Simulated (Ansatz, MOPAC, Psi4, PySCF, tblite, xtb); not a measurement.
Dimer H3ClSi ··· H2 (SMILES [SiH3]Cl and [H][H]) at R = 4.53 Å between the centres of mass, closest contact 2.95 Å (lowest of the rigid-body minima from ten starts at GFN2-xTB). Geometry in Å and degrees:

```
Si
H 1 1.4758
H 1 1.4758 2 110.44
H 1 1.4758 2 110.44 3 -122.46
Cl 1 2.0663 2 108.48 4 -118.77
H 3 2.9518 1 80.60 2 -60.88
H 6 0.7438 3 152.17 1 179.94
```

Computed with: GFN2-xTB (tblite); SAPT0/jun-cc-pVDZ, frozen core (Psi4); PBE/def2-TZVP, counterpoise-corrected (Psi4); PBE-D3(BJ)/def2-TZVP, counterpoise-corrected (Psi4); wB97X-D/def2-TZVP, counterpoise-corrected (Psi4); HF/aug-cc-pVTZ, counterpoise-corrected (Psi4); MP2/aug-cc-pVTZ = DF-MP2/aug-cc-pVTZ, frozen core, counterpoise-corrected (Psi4); SCS-MP2/aug-cc-pVTZ = Psi4 with DF-SCS-MP2/aug-cc-pVTZ, frozen core, counterpoise-corrected; RHF/aug-cc-pVDZ, counterpoise-corrected (Ansatz, a first-principles code); MP2/aug-cc-pVDZ = MP2 on RHF/aug-cc-pVDZ, frozen core, counterpoise-corrected (Ansatz); CCSD/aug-cc-pVDZ = CCSD on RHF/aug-cc-pVDZ, frozen core, counterpoise-corrected run with Ansatz; CCSD(T)/aug-cc-pVDZ = CCSD(T) on RHF/aug-cc-pVDZ, frozen core, counterpoise-corrected in Ansatz; AM1, restricted, heats of formation (MOPAC); PM6, restricted, heats of formation (MOPAC); GFN1-xTB (xtb); RKS-B3LYP/6-31G* = restricted B3LYP/6-31G*, spherical d, no counterpoise correction (PySCF); RHF/STO-3G = restricted Hartree-Fock/STO-3G, no counterpoise correction in PySCF; RHF/6-31G* = restricted Hartree-Fock/6-31G*, spherical d, no counterpoise correction (PySCF 2.14.0); RMP2/3-21G = restricted MP2 (frozen core)/3-21G, no counterpoise correction (PySCF 2.14.0).

Q: What interaction energy does each level give?

A: 
| method | E_int / kJ/mol |
|---|---|
| GFN1-xTB | -4.00 |
| GFN2-xTB | -3.42 |
| PM6 | -1.72 |
| PBE-D3(BJ)/def2-TZVP | -1.64 |
| RMP2/3-21G | -1.45 |
| wB97X-D/def2-TZVP | -0.42 |
| MP2/aug-cc-pVTZ | 0.02 |
| PBE/def2-TZVP | 0.07 |
| CCSD(T)/aug-cc-pVDZ | 0.10 |
| MP2/aug-cc-pVDZ | 0.35 |
| CCSD/aug-cc-pVDZ | 0.41 |
| SCS-MP2/aug-cc-pVTZ | 0.67 |
| AM1 | 1.17 |
| SAPT0/jun-cc-pVDZ | 1.41 |
| RKS-B3LYP/6-31G* | 1.46 |
| RHF/STO-3G | 2.13 |
| RHF/6-31G* | 2.22 |
| RHF/aug-cc-pVDZ | 3.03 |
| HF/aug-cc-pVTZ | 3.09 |
